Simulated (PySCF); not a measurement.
# Orbital picture of TcI

PBE0 at R = 2.695 Å; PySCF, scalar-relativistic core potentials, basis sets Tc def2-TZVPP with ECP28, I def2-TZVPP with ECP28. State: ⁷Σ⁺ (septet), unpaired electrons σ ↑↑, π ↑↑, δ ↑↑. Only the outer orbitals are listed, counted within each symmetry, core potentials removing the inner ones.

```csv
spin,orbital,occ.,ε (eV),on Tc (%),main shells (%)
α,8σ,1,-8.30,64,"40 Tc s, 36 I p, 23 Tc d"
α,5π,1,-7.29,11,89 I p
α,5π,1,-7.29,11,89 I p
α,9σ,1,-5.43,77,"52 Tc s, 23 I p, 21 Tc p"
α,6π,0,-1.29,98,98 Tc p
α,6π,0,-1.29,98,98 Tc p
α,10σ,0,0.35,103,"92 Tc p, 9 Tc s"
β,7σ,1,-8.66,22,"75 I p, 11 Tc d"
β,4π,1,-7.49,10,"90 I p, 8 Tc d"
β,4π,1,-7.49,10,"90 I p, 8 Tc d"
β,8σ,0,-3.01,98,"59 Tc d, 38 Tc s"
β,2δ,0,-2.92,100,100 Tc d
β,2δ,0,-2.92,100,100 Tc d
```

Q: Which are the highest filled and the lowest empty level, where do they sit, and how wide is the gap?

A: Highest filled α 9σ at -5.43 eV (in %: 52 Tc s, 23 I p, 21 Tc p); lowest empty β 8σ at -3.01 eV (in %: 59 Tc d, 38 Tc s); the gap at PBE0 is 2.42 eV.

```json
{
 "bond order (Mayer)": "1.13",
 "⟨S²⟩": "12.005",
 "charge on Tc (Mulliken, basis-dependent)": "0.33",
 "charge on Tc (Löwdin, basis-dependent)": "0.07",
 "dipole moment (positive dipole means Tc(−)I(+))": "-2.32 D",
 "polarisability along the bond": "120.5 bohr³",
 "polarisability across the bond": "71.2 bohr³"
}
```

Shares are Mulliken populations and can fall outside 0 to 100 %.

Spin–orbit coupling is left out. With d or f electrons several states lie close, and the lowest PBE0 determinant need not be the measured ground state.
